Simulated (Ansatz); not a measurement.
Born–Oppenheimer molecular dynamics of C3H9BSi2 (15 atoms, charge 0, multiplicity 1). It starts from a relaxed structure.

These are results of Ansatz, RHF/STO-3G, not measurements.

```
ensemble                      : NVE (velocity Verlet)
time step                     : 0.5 fs
steps asked                   : 300
starting velocities drawn for : 1000 K
seed                          : 226448
```

First frame:

```xyz
15
Properties=species:S:1:pos:R:3
C -0.974 -1.123 1.915
B -0.341 -0.386 0.668
C 0.862 -1.013 -0.096
C 1.399 -0.404 -1.149
Si 0.699 1.232 -1.723
Si -0.874 1.335 -0.144
H -1.330 -2.107 1.620
H -0.214 -1.288 2.674
H -1.800 -0.598 2.380
H 1.276 -1.963 0.228
H 2.238 -0.869 -1.660
H 0.257 1.115 -3.073
H 1.720 2.227 -1.689
H -2.203 1.342 -0.656
H -0.736 2.449 0.732
```

**Question.** How far do the bonds stretch over the last three quarters of this one trajectory? (Pairs bonded in most of those frames.)

**Answer.** 
```tsv
bond	mean (Å)	spread (Å)	shortest	longest
C1–B2	1.582	0.034	1.52	1.64
C1–H7	1.090	0.027	1.05	1.13
C1–H8	1.089	0.025	1.05	1.13
C1–H9	1.085	0.008	1.06	1.10
B2–C3	1.567	0.030	1.52	1.64
B2–Si6	1.978	0.044	1.90	2.07
C3–C4	1.331	0.021	1.29	1.37
C3–H10	1.095	0.048	1.02	1.17
C4–Si5	1.873	0.038	1.80	1.97
C4–H11	1.089	0.025	1.04	1.14
Si5–Si6	2.237	0.021	2.20	2.27
Si5–H12	1.427	0.010	1.41	1.45
Si5–H13	1.430	0.029	1.39	1.47
Si6–H14	1.428	0.025	1.39	1.46
Si6–H15	1.425	0.009	1.41	1.44
```

Mean temperature of the second half: 472 K. The conserved energy stayed within 0.53 meV per atom of its start (net change 0.35 meV per atom), so the integration is sound. The temperature averaged 0.47 of the 1000 K drawn at the start: a run that starts near a minimum puts about half its kinetic energy into the potential. A run of 0.15 ps of so small a system gives no equilibrium averages. Limits of this set-up: minimal basis.

Time of the run: 20 min on 1 thread of AMD EPYC (Zen 3), with other jobs on the host, peak memory 0.12 GiB.
